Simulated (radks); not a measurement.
Question: These are the eigenvalues of the occupied orbitals of an atom or ion with whole-number occupations (eV). Method: scalar-relativistic Kohn-Sham, SCAN, spin-polarised, spherical densities, finite nucleus; meta-GGA in the generalised Kohn-Sham scheme; Fermi nuclear charge, rms radius of each element as measured or else 0.836 A^(1/3) + 0.57 fm; computed with a radial shooting solver on a logarithmic mesh with Libxc functionals.

1s: -24213.83
2s: -3549.890
2p: -3179.172
3s: -645.8889
3p: -522.8719
3d: -328.4359
4s: -87.8430
4p: -52.7794
4d: -4.0632

Which element is it, and in what charge state? The configuration may be excited. Open shells, if any, are filled with parallel spins first.

Answer: Z = 46, palladium, charge 0: Pd in [Kr] 4d10. The list shows which subshells hold electrons but not how many an open one holds; the 1s level, -889.84 hartree, gives Z - s = 42.2 by -(Z - s)^2/2, which with screening and relativity narrows Z to a few neighbours, and the depths of the outer levels then fix element, charge and occupations together.
